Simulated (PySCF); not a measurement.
CHF, SMILES [CH]F (connectivity only; charge and spin as stated), neutral, multiplicity 1.

Geometry optimised at PBE-D3(BJ)/def2-TZVPD. The isomer is the one that the SMILES or the coordinates give; other isomers of the formula were not compared.

Method: PBE-D3(BJ)/def2-TZVPD (PySCF).

Frequencies are harmonic and unscaled.

Computed normal modes with their intensities:
```csv
mode,ν (cm⁻¹),IR (km/mol),Raman (Å⁴/amu),depolarisation,moving atoms (share of kinetic energy)
1,1157,153.3,9.7,0.74,"C 61 %, F 39 %"
2,1391,21.7,10.4,0.19,"H 87 %, C 9 %"
3,2645,194.5,183.9,0.36,H 92 %
```
